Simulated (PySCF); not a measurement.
# Boron: a sound run and one with changed settings

Sound run: B⁺ [He] 2s2, B²⁺ [He] 2s1. Computed with PySCF 2.14 in x2c-SVPall (3s2p1d, 14 functions), with scalar relativity by spin-free X2C-1e. The sound run starts from symmetry-adapted Hartree-Fock orbitals and uses a fine grid where one is needed.

Changed run: radial step 0.3 in ln r (0.13 in the sound run). This setting is unsound on purpose.

| species | method | sound run (hartree) | changed run (hartree) | converged |
| --- | --- | --- | --- | --- |
| B⁺ | UHF | -24.20870 | -24.20870 | yes |
| B⁺ | B3LYP | -24.31760 | -24.31757 | yes |
| B⁺ | M06-2X | -24.31652 | -24.31549 | yes |
| B²⁺ | UHF | -23.35365 | -23.35365 | yes |
| B²⁺ | B3LYP | -23.41234 | -23.41244 | yes |
| B²⁺ | M06-2X | -23.41105 | -23.41289 | yes |

Ionisation energy of B⁺:

```tsv
method	sound run (eV)	changed run (eV)
UHF	23.267	23.267
B3LYP	24.633	24.630
M06-2X	24.639	24.561
```

A coarse radial grid mis-integrates the density and the exchange-correlation energy, with errors of either sign; Hartree-Fock needs no grid.

For comparison, NIST gives 25.155 eV between the lowest levels.
